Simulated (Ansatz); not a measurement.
H2OSe (SMILES O[SeH]) moved off its minimum; all values from Ansatz (a first-principles code), cores frozen in correlated methods.
(charge 0, multiplicity 1)
```xyz
4

Se    -0.3633     0.0321     0.1841
H     -1.3144    -0.4984    -0.7761
O      1.1157     0.1627    -0.9494
H      1.0800     1.1011    -1.1890
```

### Question
Give the forces (eV/Å), the total energy and the dipole at CCSD(T)/aug-cc-pVTZ.

### Answer

```
atom      Fx      Fy      Fz
----  ------  ------  ------
Se1    1.000   0.141   0.132
H2    -0.247  -0.171  -0.508
O3    -0.947   0.246   0.521
H4     0.194  -0.216  -0.145
```
Energy -2476.3670 hartree, dipole 1.51 D.
